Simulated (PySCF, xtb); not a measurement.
C2H2BFO, SMILES C#CB(O)F. Other conformers were not sampled.

Harmonic wavenumbers (cm⁻¹) from GFN2-xTB in xtb 6.7.1 at its own minimum, in rising order: 135, 197, 389, 453, 544, 586, 688, 706, 720, 907, 1242, 1314, 2221, 3364, 3656.

Q: What does B3LYP-D3(BJ)/def2-SVP run with PySCF 2.14.0 give at its own minimum? (Estimate from the structure and the level; the computed values follow.)

A: 170, 239, 436, 510, 568, 674, 728, 742, 771, 992, 1327, 1465, 2188, 3458, 3865. Paired by order, the mean absolute difference is 72 cm⁻¹ and the zero-point energies are 24.5 and 25.9 kcal/mol.
